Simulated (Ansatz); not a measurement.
Geometry optimisation, RKS PBE-D4/6-31G* (Ansatz 0.2.0).

The input (input.yaml):

```yaml
crystal:
  periodic: [false, false, false]
  atoms:
    - { symbol: Al, position_ang: [-0.046002, -0.093652, -0.052318] }
    - { symbol: O, position_ang: [-0.067014, -0.509934, 1.666596] }
    - { symbol: H, position_ang: [-0.941429, -0.759952, 2.025087] }
    - { symbol: "N", position_ang: [1.565459, -0.118587, -0.820797] }
    - { symbol: H, position_ang: [2.440007, -0.324196, -0.339565] }
    - { symbol: H, position_ang: [1.741518, 0.161596, -1.7856] }
    - { symbol: H, position_ang: [-1.381025, 0.058996, -0.915108] }
    - { symbol: S, position_ang: [-0.064653, 2.896597, 1.679825] }
    - { symbol: H, position_ang: [1.290092, 2.935686, 1.567098] }
    - { symbol: H, position_ang: [-0.049752, 1.625546, 2.235683] }
basis:
  gaussian: { orbitals: "6-31G*" }
hamiltonian:
  xc: pbe
  dispersion: d4
relax:
  f_tol: 0.03
  max_steps: 50
```

Launched with:

```bash
$ ansatz run input.yaml --threads 1 --pin off --max-ram 2048MiB --backend cpu --events-out ev --progress --plain --runs-dir out
```

Question: Where does it end, and by what steps?

Answer: The forces met the threshold. After 21 steps the energy has fallen by 0.157 eV; H3 moved furthest, 0.75 Å. Joined: Al1–S8 (3.46 → 2.63 Å).

```tsv
step	energy less start (eV)	largest force component (eV/Å)	accepted
0	0.0000	0.447	yes
1	-0.0526	0.135	yes
2	-0.0965	0.285	yes
3	-0.0926	0.383	no
4	-0.1178	0.256	yes
5	-0.1205	0.165	yes
6	-0.1257	0.147	yes
7	-0.1277	0.207	yes
8	-0.1306	0.083	yes
9	-0.1352	0.134	yes
10	-0.1368	0.176	yes
11	-0.1436	0.099	yes
12	-0.1466	0.237	yes
13	-0.1414	0.704	no
14	-0.1500	0.053	yes
15	-0.1545	0.067	yes
16	-0.1484	0.794	no
17	-0.1555	0.134	yes
18	-0.1556	0.093	yes
19	-0.1521	0.197	no
20	-0.1567	0.032	yes
21	-0.1568	0.026	yes
```

```xyz
10
Properties=species:S:1:pos:R:3
Al -0.075 0.247 0.096
O -0.270 -0.310 1.763
H -0.405 -1.269 1.875
N 1.519 -0.031 -0.695
H 2.382 -0.318 -0.235
H 1.655 0.020 -1.705
H -1.331 0.448 -0.880
S -0.040 2.611 1.250
H 1.304 2.652 1.448
H -0.251 1.822 2.344
```

Whether the end is a true minimum wasn't checked by a vibrational analysis.

The run took 71 s on 1 thread of Arm Neoverse V1, on a shared host, peak memory 0.14 GiB.
